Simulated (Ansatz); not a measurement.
Ansatz (a quantum-chemistry and plane-wave program) input (CCSD(T)/aug-cc-pVDZ):

Ansatz 0.2 input:
```yaml
crystal:
  periodic: [false, false, false]
  atoms:
    - {symbol: C, position_ang: [2.36389568, -0.50611836, 0.09378169]}
    - {symbol: C, position_ang: [1.05243264, 0.09753074, 0.42195681]}
    - {symbol: N, position_ang: [0.10542587, -0.03923120, -0.67853385]}
    - {symbol: C, position_ang: [-1.19191757, 0.58903808, -0.44571356]}
    - {symbol: C, position_ang: [-2.06972335, -0.22162170, 0.49999141]}
    - {symbol: H, position_ang: [2.40974365, -1.35839367, -0.57023767]}
    - {symbol: H, position_ang: [3.25473470, -0.21170496, 0.63004159]}
    - {symbol: H, position_ang: [1.18878484, 1.14958173, 0.73491084]}
    - {symbol: H, position_ang: [0.62280220, -0.40800406, 1.30065814]}
    - {symbol: H, position_ang: [0.52501525, 0.34470937, -1.51629191]}
    - {symbol: H, position_ang: [-1.08795197, 1.61579317, -0.05463768]}
    - {symbol: H, position_ang: [-1.69143771, 0.66948144, -1.41358786]}
    - {symbol: H, position_ang: [-1.63742519, -0.28467250, 1.49989664]}
    - {symbol: H, position_ang: [-2.19683783, -1.23682957, 0.12140730]}
    - {symbol: H, position_ang: [-3.05353350, 0.24168473, 0.59747964]}
basis:
  gaussian:
    orbitals: aug-cc-pVDZ
magnetization: {spin_polarized: true, initial_magnetization: 1}
correlation: {method: ccsd_t, electrons: outside_noble_gas}
output: {forces: true}
```

End of the output:

```
mean field evaluation 1: about -5755.6809 eV, gradient 3.0e1 eV
mean field evaluation 2: about -5755.6924 eV, gradient 3.0e1 eV
mean field evaluation 4: about -5760.8070 eV, gradient 3.7e0 eV
mean field evaluation 8: about -5760.9267 eV, gradient 1.8e-1 eV
mean field evaluation 16: about -5760.8996 eV, gradient 1.1e0 eV
mean field evaluation 32: about -5756.3875 eV, gradient 4.1e-1 eV
mean field -5760.92730021 eV, -211.7101733859 hartree, gradient 2.1e-6 eV, S^2 0.762680; 0 other end points of the search recorded, 0 dependent functions left out
5 core orbitals not correlated
reference -5760.92730021 eV, -211.7101733859 hartree; 16, 15 occupied and 184, 185 virtual orbitals, 2020 factors
densities: 15.20 GiB planned
second order -20.45877191 eV of doubles, -0.00000000 eV of singles
coupled cluster: 11.46 GiB planned
cycle   1  -21.62373078 eV  change    -1.2e0 eV  update   9.6e-2
cycle   2  -22.18348919 eV  change   -5.6e-1 eV  update   2.9e-2
cycle   3  -22.29555992 eV  change   -1.1e-1 eV  update   1.4e-2
cycle   4  -22.29732604 eV  change   -1.8e-3 eV  update   4.6e-3
cycle   5  -22.29635073 eV  change    9.8e-4 eV  update   2.2e-3
cycle   6  -22.29656192 eV  change   -2.1e-4 eV  update   9.0e-4
cycle   7  -22.29643367 eV  change    1.3e-4 eV  update   4.2e-4
cycle   8  -22.29644427 eV  change   -1.1e-5 eV  update   2.1e-4
cycle   9  -22.29647377 eV  change   -3.0e-5 eV  update   1.1e-4
cycle  10  -22.29642697 eV  change    4.7e-5 eV  update   5.2e-5
cycle  11  -22.29643616 eV  change   -9.2e-6 eV  update   2.3e-5
cycle  12  -22.29645123 eV  change   -1.5e-5 eV  update   9.1e-6
cycle  13  -22.29645861 eV  change   -7.4e-6 eV  update   4.0e-6
perturbative correction -0.72662649 eV, -0.0267030311 hartree
the calculation of the forces begins
0.95 GiB of device memory are held for the factors and their scratch space
Total energy: -5783.95038531 eV, -212.5562561577 hartree
Atom 0 at     2.363896    -0.506118     0.093782 Å, force     0.159169    -0.012366    -0.150104 eV/Å
Atom 1 at     1.052433     0.097531     0.421957 Å, force    -0.272528     0.226940     0.189646 eV/Å
Atom 2 at     0.105426    -0.039231    -0.678534 Å, force    -0.034505    -0.600887    -0.163873 eV/Å
Atom 3 at    -1.191918     0.589038    -0.445714 Å, force    -0.007222     0.104535     0.093528 eV/Å
Atom 4 at    -2.069723    -0.221622     0.499991 Å, force     0.089861    -0.003015    -0.033515 eV/Å
Atom 5 at     2.409744    -1.358394    -0.570238 Å, force     0.029228    -0.419506    -0.311155 eV/Å
Atom 6 at     3.254735    -0.211705     0.630042 Å, force     0.433185     0.139028     0.261257 eV/Å
Atom 7 at     1.188785     1.149582     0.734911 Å, force     0.058618     0.390439     0.087139 eV/Å
Atom 8 at     0.622802    -0.408004     1.300658 Å, force    -0.177216    -0.211180     0.312904 eV/Å
Atom 9 at     0.525015     0.344709    -1.516292 Å, force     0.170187     0.210036    -0.321766 eV/Å
Atom 10 at    -1.087952     1.615793    -0.054638 Å, force     0.048474     0.396703     0.160783 eV/Å
Atom 11 at    -1.691438     0.669481    -1.413588 Å, force    -0.215322     0.021386    -0.424719 eV/Å
Atom 12 at    -1.637425    -0.284672     1.499897 Å, force     0.201685    -0.017691     0.449977 eV/Å
Atom 13 at    -2.196838    -1.236830     0.121407 Å, force    -0.056358    -0.442033    -0.182135 eV/Å
Atom 14 at    -3.053533     0.241685     0.597480 Å, force    -0.427257     0.217611     0.032030 eV/Å
Dipole moment:    -0.010965     0.195460     0.028041 e Å
```

It need not be the lowest isomer of its formula.
